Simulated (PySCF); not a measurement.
Spin states of SeH

Unrestricted PBE0; H def2-TZVP, Se def2-TZVP; no relativity (PySCF 2.14). Outer shells of the fragments: H 1s1; Se 3d10 4s2 4p4.

Followed along the bond (rough minima from three points):

| 2Ms+1 | unpaired | ⟨S²⟩ at the start | R at minimum (Å) | Te (eV) |
| --- | --- | --- | --- | --- |
| 2 | π ↑ | 0.75 | 1.47 | 0.00 |
| 4 | σ ↑, π ↑↑ | 3.75 | none in the scan | ≤ 4.54 |

Solutions found at the starting distance of 1.435 Å, counted from the lowest of them; the search is not exhaustive and high or unbound solutions are not listed, so other states can lie among these:

```tsv
2Ms+1	unpaired	term	E (eV)	⟨S²⟩	⟨Lz²⟩	μ (D)
2	π ↑	²Π	0.00	0.75	1.01	-0.61
2	σ ↑	²Σ⁺	3.92	0.76	0.00	-1.13
4	σ ↑, π ↑↑	⁴Σ⁻	5.18	3.75	0.00	0.70
2	σ ↓, π ↑↑	mixed	5.65	1.76	0.00	0.84
2	σ ↑, π ↑↓	mixed	5.81	1.76	2.03	0.73
4	σ ↑↑, π ↑	⁴Π	8.00	3.75	1.01	0.09
```

A term symbol is given only where ⟨S²⟩ and ⟨Lz²⟩ are close to those of a pure state; real π, δ and φ orbitals otherwise mix terms. A positive dipole means H(−)Se(+).

Spin–orbit coupling is left out. Counting both spins, an empty level lies below a filled one in some of these solutions, because spin and occupation are held.
